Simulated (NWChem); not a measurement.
System: C$_{2}$Cl$_{3}$ cation

Here is an NWChem input.

```
start job
memory heap 200 mb stack 900 mb global 1100 mb
charge 1
geometry units angstroms noautosym nocenter noautoz
  Cl    -0.621609    -2.330780     0.000000
  C     -0.244160    -0.814534     0.000000
  C      0.072637     0.458718     0.000000
  Cl     1.709249     0.880269     0.000000
  Cl    -1.176767     1.596974     0.000000
end
basis spherical
  * library pcsseg-1
end
dft
  xc xpbe96 cpbe96
  iterations 150
end
property
  shielding 4 1 2 3 4
end
task dft property
```

Coordinates come from a PBE0/def2-SVP optimisation.

GIAO values for the isolated, static molecule; σ is the absolute isotropic shielding, δ = σ(reference) − σ with the isolated reference molecule computed at the same levels (13C: tetramethylsilane).

Atoms are numbered as in the input.

**Question.** Give the results of this calculation. (PBE/pcSseg-1, GIAO.) Quantities: σ Cl1 (ppm); δ C2 (ppm); δ C3 (ppm); σ Cl4 (ppm).

**Answer.** 
```json
{
  "σ Cl1 (ppm)": "-230.9",
  "δ C2 (ppm)": "563.7",
  "δ C3 (ppm)": "153.2",
  "σ Cl4 (ppm)": "515.1"
}
```
